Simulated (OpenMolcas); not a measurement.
5d³ along the 71-electron sequence

```json
{
 "Program": "OpenMolcas",
 "Method": "SS-CASPT2, IPEA 0.25 Eh, imaginary shift 0.1 Eh",
 "Basis": "ANO-RCC-VQZP",
 "Scalar Hamiltonian": "DKH2, point nucleus",
 "Spin-orbit coupling": "state interaction with AMFI integrals over the reference wave functions, term energies averaged over their components"
}
```

Active space for each ion: 3 electrons in 10 orbitals (5d 6d); closed shells correlated by CASPT2: 5s 5p.

Computed levels in cm-1 above ⁴F_3/2:

```json
{"Level": "⁴F_5/2", "Ta2+": "2730", "W3+": "3770", "Re4+": "4980", "Os5+": "6330", "Ir6+": "7980", "Pt7+": "9890"}
{"Level": "⁴F_7/2", "Ta2+": "5230", "W3+": "7070", "Re4+": "9150", "Os5+": "11340", "Ir6+": "13930", "Pt7+": "16750"}
{"Level": "²P_1/2", "Ta2+": "9440", "W3+": "11370", "Re4+": "23770", "Os5+": "28750", "Ir6+": "34160", "Pt7+": "39590"}
{"Level": "²G_7/2", "Ta2+": "12060", "W3+": "15650", "Re4+": "19270", "Os5+": "22860", "Ir6+": "27070", "Pt7+": "31410"}
{"Level": "⁴P_5/2", "Ta2+": "14410", "W3+": "18030", "Re4+": "21580", "Os5+": "25180", "Ir6+": "29330", "Pt7+": "33530"}
{"Level": "⁴P_1/2", "Ta2+": "14680", "W3+": "18450", "Re4+": "14400", "Os5+": "16880", "Ir6+": "19560", "Pt7+": "22140"}
{"Level": "²D_5/2(1)", "Ta2+": "18380", "W3+": "24010", "Re4+": "29510", "Os5+": "34840", "Ir6+": "40740", "Pt7+": "46690"}
{"Level": "²H_11/2", "Ta2+": "18440", "W3+": "23160", "Re4+": "27830", "Os5+": "32500", "Ir6+": "37930", "Pt7+": "43440"}
{"Level": "²F_7/2", "Ta2+": "23790", "W3+": "29980", "Re4+": "35680", "Os5+": "41170", "Ir6+": "47190", "Pt7+": "53170"}
{"Level": "weight of ⁴F in the lowest level (%)", "Ta2+": "88", "W3+": "86", "Re4+": "84", "Os5+": "82", "Ir6+": "80", "Pt7+": "77"}
```

Mixed levels, with the weight of the term that names them: Ta2+ ²P_1/2 (54 %), Ta2+ ⁴P_1/2 (54 %), W3+ ²P_1/2 (54 %), W3+ ⁴P_1/2 (54 %), Re4+ ²P_1/2 (62 %), Re4+ ⁴P_1/2 (62 %), Os5+ ²P_1/2 (66 %), Os5+ ⁴P_1/2 (66 %), Ir6+ ²P_1/2 (67 %), Ir6+ ⁴P_1/2 (67 %), Pt7+ ²P_1/2 (67 %), Pt7+ ²G_7/2 (75 %), Pt7+ ⁴P_1/2 (67 %).

Measured, with the error of the calculation in %. Measured levels: W3+ from the list in J. Phys. B 45, 035001 (2012); Re4+ from the list in Brasseur, Gamrath and Quinet, At. Data Nucl. Data Tables 157, 101636 (2024); Os5+ from the list in Brasseur, Palmeri and Quinet, Atoms 13, 11 (2025).

| Level | W3+ | Re4+ | Os5+ |
| --- | --- | --- | --- |
| ⁴F_5/2 | 3537 (+6.5) | 4853 (+2.7) | 6397 (-1.0) |
| ⁴F_7/2 | 6745 (+4.8) | 8973 (+1.9) | 11444 (-0.9) |
| ²P_1/2 |  | 23669 (+0.4) | 28860 (-0.4) |
| ²G_7/2 | 15261 (+2.6) | 19013 (+1.3) | 22920 (-0.3) |
| ⁴P_5/2 | 17190 (+4.9) | 20922 (+3.1) | 24828 (+1.4) |
| ⁴P_1/2 |  | 14325 (+0.6) | 16772 (+0.6) |
| ²D_5/2(1) | 22766 (+5.5) | 28739 (+2.7) | 34418 (+1.2) |
| ²H_11/2 | 22223 (+4.2) | 27077 (+2.8) | 32156 (+1.1) |
| ²F_7/2 | 28412 (+5.5) | 34625 (+3.1) | 40447 (+1.8) |

The fine-structure level ⁴F_7/2 changes by a factor of 3.2 from Ta2+ to Pt7+. Its fourth root runs 8.50, 9.17, 9.78, 10.32, 10.86, 11.38, with steps per unit of Z of 0.67, 0.61, 0.54, 0.54, 0.51; equal steps would mean a (Z - σ)^4 law with constant σ.

²P_1/2 changes by a factor of 4.19 over the same range, with steps per unit of Z of +1930, +12400, +4980, +5410, +5430 cm-1.

Term energies are means over components that CASPT2 splits; among the terms shown or strongly mixed into the levels shown the widest spread is 480 cm-1 (5d³ ²D(1), Ta2+). Over all roots computed the reference weight is 0.89 to 0.96 in W3+; the roots of lowest weight are the least certain, and an intruder state may touch them. Active for correlation alone: 6d; no level in the range computed is led by a configuration that fills it, so any true level of that kind is missing. The CASPT2 spread within a term exceeds the gap to the next term for 5d³ ²D(1) and 5d³ ²H, so the order of their levels is uncertain (holds for W3+). Computed and measured levels are paired by configuration, term and J; levels that our copy of the source lacks, or whose pairing is in doubt (as where it misses far off the trend of its configuration), stay unpaired and out of the deviations. Levels of configurations outside the active space are missing.

A number in round brackets counts repeated terms of one configuration in the order of the reference energies.
